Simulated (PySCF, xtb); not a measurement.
C3H5BN2O, SMILES NB1C=CN=CO1.

Geometry: TPSSh-D3(BJ)/def2-SVP. This is a generated structure with no PubChem entry under its InChIKey; it may be hypothetical. The values are those of a single conformer.

The numbers are results of C-PCM-B3LYP/def2-SVP (PySCF 2.14.0), not measurements.

The values are the electrostatic part of the solvation free energy, E(continuum) − E(gas) at the gas-phase geometry, in a cavity of scaled van der Waals radii (PySCF's table); cavitation and dispersion terms are not included. In vacuum the orbital gap is 5.36 eV. The dipole moment in vacuum is 2.67 D.

| solvent | ε | ΔG(elec) (kcal/mol) | dipole (D) | gap (eV) |
|---|---|---|---|---|
| water | 78.36 | -5.9 | 3.44 | 5.29 |
| diethylether | 4.24 | -4.4 | 3.22 | 5.32 |
| ethanol | 24.85 | -5.7 | 3.41 | 5.30 |

For comparison, GFN2-xTB/ALPB(water) (xtb, at the GFN2-xTB geometry, all terms of that model) gives -5.4 kcal/mol.
